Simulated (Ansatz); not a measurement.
Program: Ansatz 0.2.0.

F$_{2}$Ga, SMILES `[F][Ga][F]` radical at its PBE0-D4/def2-TZVP geometry, where that method's forces vanish. The species carries charge 0 and has multiplicity 2.

| atom | x (Å) | y (Å) | z (Å) |
| --- | --- | --- | --- |
| F1 | 1.511 | -0.021 | 0.219 |
| Ga2 | -0.197 | 0.248 | 0.525 |
| F3 | -1.314 | -0.226 | -0.744 |

Question: For each bond, give half the difference of the two atoms' forces along it (eV/Å; positive pushes the atoms apart) under PBE-D4, r2SCAN-D4, B3LYP-D4, ωB97M-V in def2-TZVPP. (Estimate.)

Answer: The calculation gave: 
```
  bond  length (Å)  PBE-D4  r2SCAN-D4  B3LYP-D4  ωB97M-V
F1–Ga2       1.756    0.47       0.01      0.26     0.06
Ga2–F3       1.756    0.47       0.01      0.26     0.06
```

B3LYP here is the variant with VWN-RPA as its local correlation; programs differ in this.
